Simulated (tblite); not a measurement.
Compound: C7H11OPS.
SMILES with atom numbers: `[CH3:1][C:2](=[O:3])[P@:4]1(=[S:5])[CH:6]=[C:7]([CH3:8])[CH2:9][CH2:10]1` (hydrogens: H11, H12, H13 on C1; H14 on C6; H15, H16, H17 on C8; H18, H19 on C9; H20, H21 on C10)

Structure used (GFN2-xTB), in Å, numbered top down from 1:
```xyz
21
C7H11OPS angstrom
C      3.2198    0.3544    0.3785
C      1.9790   -0.4071    0.6831
O      1.6955   -0.9452    1.7160
P      0.7878   -0.5238   -0.7859
S      1.6549   -0.8406   -2.4931
C     -0.3163    0.8959   -0.5894
C     -1.4406    0.5717    0.0501
C     -2.5613    1.5066    0.3434
C     -1.5461   -0.8473    0.5424
C     -0.5031   -1.7002   -0.1836
H      3.7417   -0.1603   -0.4297
H      2.9468    1.3413    0.0024
H      3.8638    0.4373    1.2506
H     -0.0834    1.8663   -0.9970
H     -3.4841    1.1351   -0.1012
H     -2.7176    1.5721    1.4197
H     -2.3576    2.5002   -0.0460
H     -2.5554   -1.2361    0.3920
H     -1.3472   -0.8512    1.6175
H     -0.0623   -2.4674    0.4550
H     -0.9232   -2.1846   -1.0704
```

All values are computed: GFN2-xTB (tblite) harmonic vibrations without scaling, gas phase. Against measured fundamentals such values can be off by several per cent, at times by over 20. One conformer, not necessarily the lowest.

Harmonic wavenumbers (cm⁻¹): 25.3, 52.3, 90.2, 95.6, 114.3, 120.9, 149.3, 180.4, 247.6, 281.8, 323.6, 365.4, 423.3, 431.5, 480.1, 529.3, 603.9, 704.1, 727.5, 765.0, 789.2, 818.8, 878.5, 929.1, 941.0, 966.0, 1003.7, 1011.8, 1043.2, 1099.8, 1102.9, 1107.6, 1161.7, 1219.5, 1239.5, 1312.2, 1350.1, 1395.8, 1413.2, 1419.6, 1423.8, 1458.4, 1466.0, 1468.9, 1655.1, 1770.6, 2940.5, 2956.8, 2974.6, 2978.3, 2989.6, 3003.2, 3004.6, 3018.2, 3041.6, 3054.5, 3089.0.

A = 1344, B = 774.2, C = 644.8 MHz; mass 174.027 u (most abundant isotopes); point group C1, symmetry number 1.

Question: Zero-point energy?

Answer: ½Σν̃ = 35604 cm⁻¹ = 101.80 kcal/mol.

Question: What is S at 298.15 K and 1 bar for an ideal gas of classical rigid rotors and harmonic oscillators?

Answer: Translation 41.40, rotation 30.55, vibration 40.98: S = 112.9 cal/(mol K).

Question: And Cp and H(298.15 K) − H(0)?

Answer: Cp = 45.39 cal/(mol K), of which vibrations give 37.44 (their classical limit is 57 R = 113.3); H(298.15 K) − H(0) = 8.42 kcal/mol without the zero-point energy, 6.05 from vibrations.

Question: How do the functions run with temperature in this model?

Answer: 
```
 T (K)  S (cal/(mol K))  Cp (cal/(mol K))  H − H(0) (kcal/mol)  G − H(0) (kcal/mol)  ln q(vib)
    50             63.7              16.4                 0.58                -2.60       1.14
   100             77.4              23.5                 1.59                -6.15       3.11
373.15            124.0              53.5                12.13               -34.14      12.94
   500            141.3              65.3                19.69               -50.98      17.04
   750            171.2              81.7                38.22               -90.16      24.60
  1000            196.2              92.4                60.06              -136.17      31.48
```

q(vib) and H(0) count from the zero-point level.

Question: Which modes carry the vibrational entropy at 298.15 K?

Answer: 25.3 cm⁻¹: 6.17; 52.3 cm⁻¹: 4.73; 90.2 cm⁻¹: 3.66; 95.6 cm⁻¹: 3.54; 114.3 cm⁻¹: 3.19; 120.9 cm⁻¹: 3.09 cal/(mol K); the other 51 give 16.60 together.

Question: Blend soft modes into free rotors: weight 1/[1 + (100 cm⁻¹/ν̃)⁴] for the oscillator and the rest for a rotor with moment μB/(μ + B), μ = h/(8π²ν), B = 10⁻⁴⁴ kg m². What vibrational entropy results?

Answer: 36.79 cal/(mol K) in place of 40.98, which changes −T·S at 298.15 K by +1.25 kcal/mol.

Hindered rotation and anharmonicity are outside this model. Other conformers, if any are populated, would add a mixing term that is left out. The structure is chiral; the term R ln 2 for an equal mix with its mirror image is left out.
